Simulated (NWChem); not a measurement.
tert-butylthiol (C$_{4}$H$_{10}$S); SMILES CC(C)(S)C

```xyz
15

C      0.7120     0.8456     1.2633
C     -0.0020     0.3443     0.0000
C      0.7120     0.8456    -1.2633
C     -1.4717     0.7942     0.0000
S     -0.0605    -1.5270     0.0000
H      0.7118     1.9439     1.2840
H      0.2154     0.4836     2.1687
H      1.7558     0.5125     1.2908
H      0.2154     0.4836    -2.1687
H      0.7118     1.9439    -1.2840
H      1.7558     0.5125    -1.2908
H     -2.0002     0.4318    -0.8883
H     -2.0002     0.4318     0.8883
H     -1.5206     1.8900     0.0000
H      1.2760    -1.7275     0.0000
```
Atoms are numbered in this order, from 1.

All runs: NWChem. Geometry: optimised at B3LYP/6-31G* (spherical d). Level: PBE/def2-SVP with SMD (1 M gas to 1 M solution), gas-phase geometry.

### Question
What does the run give for solvent water? Quantities: solvation free energy (kcal/mol); cavity-dispersion-structure term (kcal/mol); dipole in solution (D).

### Answer
```json
{
  "solvation free energy (kcal/mol)": "0.1",
  "cavity-dispersion-structure term (kcal/mol)": "2.9",
  "dipole in solution (D)": "2.15"
}
```
